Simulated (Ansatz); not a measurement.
C₃H₆GeO₃, SMILES C#C[CH2][Ge]([OH])([OH])[OH] (connectivity only; charge and spin as stated), charge -1, multiplicity 2.

Coordinates come from a B3LYP-D3(BJ)/def2-SVPD optimisation. One conformer was computed; it need not be the lowest.

Two levels are set side by side: PBE/def2-SVPD (Ansatz, a program for electronic structure) and PBE0/def2-SVPD (Ansatz). Energy differences of separate SCF runs at the same geometry; the states with an electron removed or added have multiplicity 1. Differences are taken from unrounded values.

```tsv
quantity	PBE0	PBE	PBE minus PBE0
vertical ionisation energy (eV)	1.96	1.78	-0.18
```
